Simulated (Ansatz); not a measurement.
A calculation with Ansatz (development build ahead of 0.2.0).

```yaml
crystal:
  periodic: [false, false, false]
  atoms:
    - { symbol: Cl, position_ang: [0.0, 1.69378, 0.0] }
    - { symbol: Cl, position_ang: [0.0, -1.69378, 0.0] }
    - { symbol: Fe, position_ang: [1.6, 0.0, 0.0] }
    - { symbol: Cl, position_ang: [2.83, 0.0, 1.73897] }
    - { symbol: Cl, position_ang: [2.83, 0.0, -1.73897] }
    - { symbol: Fe, position_ang: [-1.6, 0.0, 0.0] }
    - { symbol: Cl, position_ang: [-2.83, 0.0, 1.73897] }
    - { symbol: Cl, position_ang: [-2.83, 0.0, -1.73897] }
basis:
  gaussian: { orbitals: pcseg-2 }
hamiltonian:
  xc: pbe0
```

The input is written out in the form of the current development build from the run's settings.

Output:

```json
{"Converged": "yes", "Total energy": "-5287.52711 hartree", "Spin squared of the determinant": "0.000", "Stability test": "minimum among restricted orbitals"}
```

Caution: no unrestricted run beside it, a lower state can exist; another spin multiplicity may lie lower.
